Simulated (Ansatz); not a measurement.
Stretch profile

SbCl3 (SMILES [Cl][Sb]([Cl])[Cl]), singlet, at its PBE0-D4/def2-TZVP minimum:

Cl1  (0.487, 0.284, 1.965)
Sb2  (0.806, -0.224, -0.291)
Cl3  (-0.944, -1.753, -0.513)
Cl4  (-0.293, 1.633, -1.182)
(Å)

The bond length Sb2–Cl3 (2.334 Å at the minimum) is set to the values below, with the rest relaxed at PBE0-D4/def2-TZVP at each step. Each method's energies count from its own value at the PBE0-D4 minimum structure. Ansatz 0.2.0; basis: def2-TZVPP; cores frozen in the correlated methods. Filled d shells of the heavier atoms are correlated. Core potentials replace the inner electrons of the atoms past krypton. The def2 sets are not built for correlating such inner shells, so the correlated values are less sure here. B3LYP uses VWN-RPA correlation.

CCSD(T) energies along the scan:
```
bond length (Å)  CCSD(T) (kJ/mol)
          2.054              81.2
          2.135              35.8
          2.254               4.7
          2.393               2.3
          2.547              23.0
          2.713              58.5
          2.889             101.4
          3.074             146.3
          3.268             189.8
```
They count from the CCSD(T) energy at the PBE0-D4 minimum.

Minimum and curvature along this coordinate at CCSD(T): A fifth-order fit through the nearest points gives 2.332 Å, with a curvature of about 14 eV/Å².

Largest difference from the CCSD(T) curve over the scan: PBE-D4 31.2; PBE0-D4 3.4; B3LYP-D4 23.8; MP2 14.4 kJ/mol. Each curve counts from its own value at the minimum.

T1 diagnostic: at most 0.021. The restricted Hartree–Fock reference is unstable towards an unrestricted one at one or more of these structures.

For scale, one of the runs: CCSD(T)/def2-TZVPP, 176 basis functions (an equivalent command: `ansatz run in.yaml --threads 4`). Hardware: 4 CPU threads, shared host. Wall time 28 s; peak host memory 1.6 GiB.
